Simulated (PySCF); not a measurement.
H4O, SMILES [OH4+2], charge +2.

Coordinates come from a r2SCAN-D4/def2-TZVPD optimisation.

These are TDDFT-M06-2X/def2-TZVPD run with PySCF 2.14.0 values and carry that method's errors.

Vertical excitations; the highest root listed may be one member of a degenerate set. Gas-phase values at a fixed geometry. State labels are in the subgroup D2.

```tsv
state	symmetry	energy (eV)	λ (nm)	f	main pairs
S1	B2	17.86	69	0.153	HOMO→LUMO (degenerate set)
S2	B1	17.86	69	0.153	HOMO−2→LUMO (degenerate set)
S3	B3	17.86	69	0.153	HOMO−1→LUMO (degenerate set)
S4	B3	19.34	64	0.000	HOMO→LUMO+1, HOMO−2→LUMO+2 (degenerate set)
S5	B1	19.34	64	0.000	HOMO→LUMO+3, HOMO−1→LUMO+2 (degenerate set)
S6	B2	19.34	64	0.000	HOMO−2→LUMO+3, HOMO−1→LUMO+1 (degenerate set)
S7	A	19.75	63	0.000	HOMO→LUMO+2, HOMO−1→LUMO+3, HOMO−2→LUMO+1 (degenerate set)
S8	A	19.75	63	0.000	HOMO−2→LUMO+1, HOMO−1→LUMO+3 (degenerate set)
S9	B3	20.60	60	0.318	HOMO−2→LUMO+2, HOMO→LUMO+1 (degenerate set)
S10	B1	20.60	60	0.318	HOMO−1→LUMO+2, HOMO→LUMO+3 (degenerate set)
T1	B2	16.66	74	0	HOMO→LUMO (degenerate set)
T2	B1	16.66	74	0	HOMO−2→LUMO (degenerate set)
T3	B3	16.66	74	0	HOMO−1→LUMO (degenerate set)
T4	A	17.56	71	0	HOMO→LUMO+2 31 %, HOMO−1→LUMO+3 31 %, HOMO−2→LUMO+1 31 %
```
Triplets are in the Tamm–Dancoff approximation, which puts them higher than full response would, so one can lie above its singlet here.
